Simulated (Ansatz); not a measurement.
ClFH$_{2}$O$_{2}$Si (`O[Si](O)(F)Cl`). Total charge 0; spin multiplicity 1.

```xyz
7

O     0.164    0.793    1.092
Si   -0.226   -0.121   -0.187
O     1.121   -0.497   -0.988
F    -0.984   -1.420    0.311
Cl   -1.490    0.806   -1.467
H    -0.517    1.024    1.725
H     1.932   -0.585   -0.485
```

Question: Give the diagnostics of a CCSD(T)/def2-TZVPP run (frozen core, the Gaussian-basis code of Ansatz). (An estimate is asked.)

Answer: Computed: T1 = 0.0106, largest single amplitude 0.013, largest double 0.018, (T) share of the correlation energy 3.4 %, 9 CCSD cycles. The RHF solution is stable towards an unrestricted one. T1 lies under the customary mark of 0.02 for closed shells.
